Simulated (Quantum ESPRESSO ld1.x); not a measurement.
The numbers below are computed, except where a source is named.
Question: These are the eigenvalues of the occupied orbitals of an atom or ion with whole-number occupations (eV). Code: ld1.x of Quantum ESPRESSO 7.5. Model: scalar-relativistic Kohn-Sham, PBE, spin-unpolarised, spherical densities, point nucleus.

orbital  eigenvalue
1s         -88180.5
2s         -15805.9
2p         -13560.8
3s         -3825.80
3p         -3182.21
3d         -2526.59
4s         -898.294
4p         -687.424
4d         -443.567
5s         -185.451
4f         -174.350
5p         -127.057
5d         -61.6685

Which element is it, and in what charge state? The configuration may be excited.

Answer: Z = 82, lead, charge +4: Pb4+ in [Xe] 4f14 5d10. The list shows which subshells hold electrons but not how many an open one holds; the 1s level, -3240.6 hartree, gives Z - s = 80.5 by -(Z - s)^2/2, which with screening and relativity narrows Z to a few neighbours, and the depths of the outer levels then fix element, charge and occupations together.
